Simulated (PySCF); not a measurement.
Zn(Me)(OH) anion (CH4OZn), SMILES [CH3][Zn][OH] (connectivity only; charge and spin as stated), charge -1, multiplicity 2.

Geometry optimised at B3LYP-D3(BJ)/def2-SVPD. The multiplicity is an assumed one; other spin states were not compared. The isomer is the one that the SMILES or the coordinates give; other isomers of the formula were not compared. The values are those of a single conformer.

Level of theory: B3LYP-D3(BJ)/def2-SVPD run with PySCF.

Frequencies are harmonic and unscaled.

Estimate the vibrational spectrum. (The exact figures need the calculation; the answer reports its results.)


```csv
mode,ν (cm⁻¹),IR (km/mol),moving atoms (share of kinetic energy)
1,19,0.0,H 90 %
2,117,11.4,"O 34 %, Zn 23 %, C 22 %, H 21 %"
3,284,16.9,H 95 %
4,424,41.6,"C 58 %, H 16 %, O 15 %, Zn 11 %"
5,481,106.1,"O 63 %, Zn 25 %"
6,564,8.8,"H 85 %, C 14 %"
7,570,60.2,"H 85 %, C 13 %"
8,649,109.3,H 88 %
9,1111,5.3,"H 82 %, C 18 %"
10,1417,8.7,H 94 %
11,1419,0.8,H 95 %
12,2966,147.7,H 97 %
13,3052,54.9,"H 91 %, C 9 %"
14,3061,28.7,"H 91 %, C 9 %"
15,3846,1.0,H 94 %
```
